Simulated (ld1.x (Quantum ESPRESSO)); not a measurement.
How hard is this Cr RRKJ potential?

ld1.x (Quantum ESPRESSO) 7.5 input, shortened:

```
&input
   title='Cr', zed=24., rel=2, dft='PBE', iswitch=3,
   config='[Ar] 3d5 4s0.5 4p0', rel_dist='average'
 /
 &inputp
   pseudotype=2, tm=.false., rho0=0.005, lloc=0,
   nlcc=.false.
 /
3
4P  2  1   0.00   0.00  2.35  2.35  0.0
3D  3  2   5.00   0.00  2.25  2.25  0.0
4S  1  0   0.50   0.00  2.10  2.10  0.0
 &test
   configts(1)='3d5 4s0.5 4p0'
 /
```

Open shells are filled in proportion to 2j + 1 (rel_dist='average').

The pseudo-atom Hamiltonian at the reference potential is diagonalised in spherical Bessel functions j_l(qr) that vanish at 20 bohr, with q² up to the cutoff. All-electron valence levels (Ry): 4p1/2 -0.2487, 4p3/2 -0.2459, 3d3/2 -0.4596, 3d5/2 -0.4538, 4s -0.5044.

Task: How do the lowest levels (Ry) of each channel move with the cutoff, and are there ghosts?

Result:

```tsv
cutoff (Ry)	p1/2 #1	p1/2 #2	p3/2 #1	d3/2 #1	d5/2 #1	s #1	f #1	Σ f·Δε (mRy)
8	-0.2445	-0.0402	-0.2401	-0.0559	-0.0559	-0.5000	0.0301	2003.1
15	-0.2478	-0.0409	-0.2448	-0.0686	-0.0687	-0.5031	0.0301	1938.0
21	-0.2486	-0.0411	-0.2458	-0.3090	-0.3052	-0.5040	0.0301	747.0
35	-0.2487	-0.0411	-0.2459	-0.4589	-0.4532	-0.5043	0.0301	3.3
45	-0.2487	-0.0411	-0.2459	-0.4593	-0.4535	-0.5043	0.0301	1.5
60	-0.2487	-0.0411	-0.2459	-0.4595	-0.4538	-0.5044	0.0301	0.3
400	-0.2487	-0.0411	-0.2459	-0.4596	-0.4538	-0.5044	0.0301	0.0
```

Result: no extra level below or beside the all-electron valence levels (p1/2, p3/2, d3/2, d5/2, s, f tested); 10 mRy is reached at 35 Ry and 1 mRy at 50 Ry.

Its largest configuration-test error is +1902 meV.
